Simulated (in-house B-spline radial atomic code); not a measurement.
# Ionising the scandium ion Sc⁺ with different functionals

Computed with an all-electron radial atomic-structure program (B-spline basis): scalar-relativistic (spin-free X2C) Hamiltonian, Fermi nucleus of rms radius 3.5459 fm, spin-polarised at highest spin, spherical fractional occupations for the functionals, the average over the highest-spin determinants for Hartree-Fock. The ionisation energy is the difference of two self-consistent energies, [Ar] 3d1 4s1 → [Ar] 3d1, without Breit or QED terms; ε is the level of the shell that loses the electron (its least bound occupied spin orbital).

Hybrids are left out here: with spherical fractional occupations of an open shell their exact exchange keeps a self-interaction that integer-occupation calculations don't have.

```json
{"method": "Hartree-Fock", "rung": "Hartree-Fock", "ΔSCF (eV)": "12.23", "-ε(4s) (eV)": "12.30"}
{"method": "LDA VWN5", "rung": "LDA", "ΔSCF (eV)": "13.32", "-ε(4s) (eV)": "10.40"}
{"method": "LDA PW92", "rung": "LDA", "ΔSCF (eV)": "13.32", "-ε(4s) (eV)": "10.40"}
{"method": "LDA exchange-only", "rung": "LDA", "ΔSCF (eV)": "12.74", "-ε(4s) (eV)": "9.85"}
{"method": "PBE", "rung": "GGA", "ΔSCF (eV)": "13.15", "-ε(4s) (eV)": "10.23"}
{"method": "PBEsol", "rung": "GGA", "ΔSCF (eV)": "13.09", "-ε(4s) (eV)": "10.27"}
{"method": "BLYP", "rung": "GGA", "ΔSCF (eV)": "13.17", "-ε(4s) (eV)": "10.13"}
{"method": "RPBE", "rung": "GGA", "ΔSCF (eV)": "13.04", "-ε(4s) (eV)": "10.17"}
{"method": "PW91", "rung": "GGA", "ΔSCF (eV)": "13.19", "-ε(4s) (eV)": "10.30"}
{"method": "BP86", "rung": "GGA", "ΔSCF (eV)": "13.23", "-ε(4s) (eV)": "10.41"}
{"method": "AM05", "rung": "GGA", "ΔSCF (eV)": "13.07", "-ε(4s) (eV)": "10.25"}
{"method": "OLYP", "rung": "GGA", "ΔSCF (eV)": "12.81", "-ε(4s) (eV)": "9.96"}
{"method": "TPSS", "rung": "meta-GGA", "ΔSCF (eV)": "12.86", "-ε(4s) (eV)": "10.16"}
{"method": "SCAN", "rung": "meta-GGA", "ΔSCF (eV)": "13.03", "-ε(4s) (eV)": "10.46"}
{"method": "r2SCAN", "rung": "meta-GGA", "ΔSCF (eV)": "12.97", "-ε(4s) (eV)": "10.42"}
{"method": "revTPSS", "rung": "meta-GGA", "ΔSCF (eV)": "12.81", "-ε(4s) (eV)": "10.17"}
```

Question: How do they compare with the NIST value?

Answer: NIST lists 12.800 eV (measured, ground level to ground level). Errors run from -0.57 to +0.52 eV; revTPSS is closest (+0.01 eV), though others lie within the uncertainty of it, and part of that can be cancellation, since the calculations leave out spin-orbit coupling, Breit-QED terms, multiplet and fine-structure energies. Hartree-Fock also lacks correlation.
